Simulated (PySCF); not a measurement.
Electronic structure of Be (beryllium, neutral) at the UHF level

Configuration: [He] 2p2, high-spin 3P determinant (an excited configuration). Computed with PySCF 2.14 in aug-cc-pVTZ, with no relativity, point nucleus.

```
Total energy                                                  : -14.335982 hartree
One-electron energy                                           : -18.6296 hartree
Hartree (Coulomb) energy                                      : 6.9295 hartree
Exchange energy                                               : -2.6360 hartree
Kinetic energy                                                : 14.32464 hartree
⟨S²⟩                                                          : 2.0001
⟨L²⟩                                                          : 2.000
Sum of ⟨r⟩                                                    : 6.743 bohr
Sum of ⟨r²⟩                                                   : 22.18 bohr²
Traceless quadrupole moment −½Σ⟨3z² − r²⟩ along its main axis : 4.34 e·bohr²
Density at the nucleus (Gaussians lack the cusp)              : 33.2 bohr⁻³
Spin density at the nucleus                                   : -0.120 bohr⁻³
Langevin diamagnetic susceptibility                           : -17.6 ×10⁻⁶ cm³/mol
```

```json
{"shell": "1s α", "electrons": "1", "mean orbital energy (hartree)": "-4.80524", "rms radius, mean of both spins (bohr)": "0.484"}
{"shell": "1s β", "electrons": "1", "mean orbital energy (hartree)": "-4.79333", "rms radius, mean of both spins (bohr)": "0.484"}
{"shell": "2p α", "electrons": "2", "mean orbital energy (hartree)": "-0.22192", "rms radius, mean of both spins (bohr)": "3.29"}
```

Spin-orbit constants ζ (cm⁻¹) from the X2C one-electron operator on these orbitals (non-relativistic here): bare nucleus, nucleus screened by l(l+1)(2l+1)/3 electrons, and screened by the Breit-Pauli mean field of the electrons.

```
shell   bare  screened nucleus  mean field
   2p  6.717             3.358       2.199
```

To first order the Landé constant is A = 1.100 cm⁻¹, so the lowest level has J = 0 and lies 0.000273 eV below the centre of the term. This holds in LS coupling only.
